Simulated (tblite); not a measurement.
Parent: `[H]/[N:1]=[CH:2]\[CH:3]=[CH:4]\[SiH2:5][SiH3:6]` with N1–C2–C3–C4 178°, C3–C4–Si5–Si6 -104°, C3H9NSi2.

Structures optimised with GFN2-xTB, isolated species. One conformer each, not checked by frequencies here.

```json
{"coordinate of the parent": "N1=C2", "value": "1.262 Å"}
{"coordinate of the parent": "C2–C3", "value": "1.453 Å"}
{"coordinate of the parent": "C3=C4", "value": "1.336 Å"}
{"coordinate of the parent": "C4–Si5", "value": "1.881 Å"}
{"coordinate of the parent": "Si5–Si6", "value": "2.316 Å"}
{"coordinate of the parent": "N1–C2–C3", "value": "127.7°"}
{"coordinate of the parent": "C2–C3–C4", "value": "123.6°"}
{"coordinate of the parent": "C3–C4–Si5", "value": "125.5°"}
{"coordinate of the parent": "C4–Si5–Si6", "value": "109.8°"}
```

Question: How does the shared frame change in `[H]/[N:5]=[CH:4]\[C:3]([C:2]#[N:1])=[CH:6]\[SiH2:7][SiH3:8]` with C2–C3–C4–N5 3°, C3–C6–Si7–Si8 77°, C4H8N2Si2? Atoms pair as N1 = N5, C2 = C4, C3 = C3, C4 = C6, Si5 = Si7, Si6 = Si8 (parent first).

Answer: 
```csv
parent,relative,value in the relative,change
N1=C2,N5=C4,1.257 Å,-0.005
C2–C3,C4–C3,1.472 Å,+0.019
C3=C4,C3=C6,1.347 Å,+0.011
C4–Si5,C6–Si7,1.886 Å,+0.005
Si5–Si6,Si7–Si8,2.320 Å,+0.004
N1–C2–C3,N5–C4–C3,128.7°,+1.0
C2–C3–C4,C4–C3–C6,123.0°,-0.6
C3–C4–Si5,C3–C6–Si7,124.6°,-0.9
C4–Si5–Si6,C6–Si7–Si8,108.6°,-1.2
```

Of the parent's bonds, C2–C3 changes most (+0.019 Å). Bonds of the relative outside the shared frame: N1≡C2 1.147, C2–C3 1.414 Å. Point group C1 → C1.

All values are computed, not measured.
